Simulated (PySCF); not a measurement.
# Spinor energies of Hg (mercury, neutral)

Start: [Xe] 4f14 5d10 6s1 6p1; 6s1/2 filled at m_j = +1/2; 6p3/2 filled at m_j = +3/2. Calculated with PySCF 2.14 in x2c-TZVPall-2c with one added diffuse shell each of s, p, d type (12s12p11d2f, 117 functions): generalised Hartree-Fock with the X2C-1e Hamiltonian and a Gaussian nucleus; spin-orbit coupling (SO) screened by Boettger's factors. This is a chosen level, not necessarily the ground level.

| spinor shell | electrons | ε, screened SO (eV) | weight of nominal j (screened SO) | rms radius, screened SO (bohr) |
| --- | --- | --- | --- | --- |
| 1s1/2 | 2 | -83540.2 | 1.000 | 0.0187 |
| 2s1/2 | 2 | -14958.0 | 1.000 | 0.0755 |
| 2p1/2 | 2 | -14327.2 | 1.000 | 0.0639 |
| 3s1/2 | 2 | -3620.4 | 1.000 | 0.193 |
| 3p1/2 | 2 | -3337.4 | 1.000 | 0.184 |
| 3p3/2 | 4 | -2898.5 | 1.000 | 0.201 |
| 3d3/2 | 4 | -2435.4 | 1.000 | 0.176 |
| 3d5/2 | 6 | -2341.8 | 1.000 | 0.180 |
| 4s1/2 | 2 | -835.12 | 1.000 | 0.424 |
| 4p1/2 | 2 | -712.70 | 1.000 | 0.429 |
| 4p3/2 | 4 | -605.29 | 1.000 | 0.463 |
| 4d3/2 | 4 | -404.97 | 1.000 | 0.475 |
| 4d5/2 | 6 | -384.34 | 1.000 | 0.486 |
| 5s1/2 | 2 | -140.86 | 1.000 | 0.971 |
| 4f5/2 | 6 | -123.82 | 1.000 | 0.526 |
| 4f7/2 | 8 | -119.66 | 1.000 | 0.528 |
| 5p1/2 | 2 | -98.489 | 1.000 | 1.05 |
| 5p3/2 | 4 | -79.549 | 1.000 | 1.15 |
| 5d3/2 | 4 | -19.975 | 0.995 | 1.54 |
| 5d5/2 | 6 | -17.811 | 0.997 | 1.62 |
| 6s1/2 | 1 | -11.837 | 0.999 | 2.99 |
| 6p3/2 | 1 | -4.725 | 1.000 | 4.50 |

Task: Where does 2p3/2 lie, and what is the 2p spin-orbit splitting (screened SO)?

Result: At -12374.2 eV, 1953.1 eV above 2p1/2.

```
   quantity   screened SO
E (hartree)  -19639.52735
        M_J             2
       ⟨J²⟩         6.015
       ⟨L²⟩         2.194
       ⟨S²⟩         2.193
```

Each row is a mean over spinors that exchange with the open shell spreads, by up to 0.434 eV (5d5/2).

Breit and QED terms are absent; they matter most for the inner s and p1/2 levels.

Densities and radii are taken from the X2C orbitals without a picture-change correction, which distorts them close to the nucleus.
